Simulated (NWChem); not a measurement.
Spin states of CH3Li

```xyz
5

Li     0.9287    -1.2907     0.0000
C     -0.2231     0.3101     0.0000
H     -0.8949     0.3739     0.8799
H     -0.8949     0.3739    -0.8799
H      0.3422     1.2640     0.0000
```
Charge 0, spin multiplicity 1.

Program: NWChem. All single points use one geometry, from PBE0/def2-SVP, a minimum by its harmonic frequencies.

Basis set: def2-TZVP. The gap is E(triplet) − E(singlet) at the geometry of the singlet, so a negative value puts the higher spin lower. Open shells are unrestricted, coupled cluster uses restricted open-shell references, and the singlet is the closed-shell solution. The triplet is the single determinant that the SCF runs reached, with unpaired electrons in orbitals of symmetry a' and a' (Cs labels); it need not be the lowest triplet, which in molecules with degenerate π orbitals can need several determinants.

The correlated methods keep 1 core orbital frozen. The structure started from a generated list of species. No SCF solution was tested for a lower state. Open-shell Hartree-Fock references start from PBE0 orbitals. Coupled-cluster values serve here as a point of comparison, not as the truth.

Q: Order these methods by the vertical singlet-triplet gap they give, lowest first: HF, CR-CCSD(T), LC-wPBE (omega 0.3 per bohr).

A: HF (40.4 kcal/mol), CR-CCSD(T) (66.0 kcal/mol), LC-wPBE (omega 0.3 per bohr) (67.1 kcal/mol)
